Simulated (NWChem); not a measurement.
Species: C₄H₅Si, doublet; SMILES [C]1=C[SiH2]C=C1

```xyz
10

C      0.8751     1.2222     0.0000
C      1.4375     0.0192     0.0000
Si    -0.0678    -1.1291     0.0000
C     -1.3055     0.2904     0.0000
C     -0.5816     1.4328     0.0000
H      2.4997    -0.1995     0.0000
H     -0.1626    -1.9961     1.2075
H     -0.1626    -1.9961    -1.2075
H     -2.3917     0.2862     0.0000
H     -0.9992     2.4374     0.0000
```
Atoms are numbered in this order, from 1.

Computed with NWChem. Spin-unrestricted. In the optimisation the excess spin sits in a' (Cs, its own frame). Coordinates come from a B3LYP/6-31G* (spherical d), spin-unrestricted optimisation. No stability test was run on the SCF state. Level: M05-2X/def2-SVP with SMD (1 M gas to 1 M solution), gas-phase geometry. Reactions with the solvent are ignored.

```tsv
solvent	dielectric constant	solvation free energy (kcal/mol)	cavity-dispersion-structure term (kcal/mol)	dipole in solution (D)
water	78.4	1.5	4.1	1.12
2-propanol	19.3	(withheld)	(withheld)	1.10
diethyl ether	4.24	-2.7	-0.7	1.02
dimethyl sulfoxide	46.8	-0.7	1.9	1.12
```

Problem. Some entries are withheld; supply them.

Solution. 
- 2-propanol, solvation free energy (kcal/mol): -1.8
- 2-propanol, cavity-dispersion-structure term (kcal/mol): 0.7
